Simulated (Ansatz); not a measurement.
Reaction (formal exchange of groups at the Sn–C bond): `C[O][Sn]([F])([F])[c]1ccccc1` + `OCC(F)(F)F` → `C[O][Sn]([OH])([F])[F]` + `FC(F)(F)Cc1ccccc1`

Calculated with Ansatz (gas phase, PBE0-D4/def2-TZVP geometries, no zero-point term in ΔE). CBS: MP2 limit from def2 TZ/QZ plus the TZ coupled-cluster correction, frozen cores. Functionals use def2-TZVPP. HSE06 is defined as in plane-wave codes. def2 core potentials past Kr. For Sn outer-core shells are correlated without core-valence functions, which leaves a few kJ/mol of doubt a bond. Each species was taken in one conformer, which may not be the lowest.

Task: Is it downhill or uphill in electronic energy at CCSD(T)/CBS, and by how much? (Best estimate.)

Result: The calculation gave: Downhill: ΔE = -77.2 kJ/mol.

Task: What do these levels give: LDA (SPW92), PBE-D4, BLYP-D4, r2SCANh-D4, HSE06-D4, BHLYP-D4, revPBE, HSE06, CCSD(T)/def2-SVP, MP2/def2-TZVPP, MP2/def2-QZVPP, CCSD/CBS(def2)? (An estimate is asked.)

Result: The calculation gave: LDA (SPW92) -69.4, PBE-D4 -70.0, BLYP-D4 -69.8, r2SCANh-D4 -76.4, HSE06-D4 -70.3, BHLYP-D4 -69.9, revPBE -68.4, HSE06 -70.3, CCSD(T)/def2-SVP -66.9, MP2/def2-TZVPP -77.8, MP2/def2-QZVPP -81.2, CCSD/CBS(def2) -76.8 kJ/mol.

Largest T1 diagnostic among the species: 0.015.

At CCSD(T), def2-SVP lies +10.3 kJ/mol from the extrapolated value and def2-TZVPP +4.3 kJ/mol. From BLYP to BHLYP (50 % exact exchange), in def2-TZVPP and without D4, ΔE moves by −3.1 kJ/mol. Leaving LDA and LC-ωPBE aside and taking each functional with its dispersion term where it has one, the values, not all of them listed here, spread over 15.5 kJ/mol, from B97M-V to BLYP-D4.
